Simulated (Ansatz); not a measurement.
CH$_{6}$AsBO (`B[AsH]CO`), relaxed with RKS PBE0-D4/def2-TZVP in Ansatz 0.2.0 from a PBE-D4/def2-SVP geometry. The force threshold is 0.005 eV/Å; the program also tests the step.

Charge 0, multiplicity 1.

Start:

```xyz
10

B     0.454    0.695    1.692
As   -0.908    0.970    0.272
C    -0.100   -0.109   -1.190
O     0.244   -1.392   -0.714
H     1.628    0.787    1.389
H     0.125    0.621    2.859
H    -1.980   -0.027    0.722
H     0.778    0.492   -1.531
H    -0.837   -0.135   -2.028
H     0.595   -1.902   -1.470
```

```json
{"step": "1", "energy (eV)": "-64687.9201", "largest force (eV/Å)": "0.675", "largest move (Å)": "0.000"}
{"step": "2", "energy (eV)": "-64687.9559", "largest force (eV/Å)": "0.215", "largest move (Å)": "0.020"}
{"step": "3", "energy (eV)": "-64687.9587", "largest force (eV/Å)": "0.150", "largest move (Å)": "0.025"}
{"step": "4", "energy (eV)": "-64687.9605", "largest force (eV/Å)": "0.023", "largest move (Å)": "0.016"}
{"step": "5", "energy (eV)": "-64687.9607", "largest force (eV/Å)": "0.016", "largest move (Å)": "0.007"}
{"step": "6", "energy (eV)": "-64687.9609", "largest force (eV/Å)": "0.018", "largest move (Å)": "0.014"}
{"step": "7", "energy (eV)": "-64687.9609", "largest force (eV/Å)": "0.025", "largest move (Å)": "0.013"}
{"step": "8", "energy (eV)": "-64687.9610", "largest force (eV/Å)": "0.012", "largest move (Å)": "0.008"}
{"step": "9", "energy (eV)": "-64687.9610", "largest force (eV/Å)": "0.003", "largest move (Å)": "0.004"}
```

End:

```xyz
10

B     0.456    0.719    1.705
As   -0.897    0.928    0.281
C    -0.097   -0.106   -1.187
O     0.229   -1.408   -0.760
H     1.612    0.800    1.416
H     0.121    0.681    2.849
H    -1.951   -0.060    0.730
H     0.787    0.464   -1.499
H    -0.814   -0.113   -2.015
H     0.553   -1.905   -1.518
```

Run time 27 s (4 threads of a server CPU on a shared host); peak host memory 0.43 GiB.
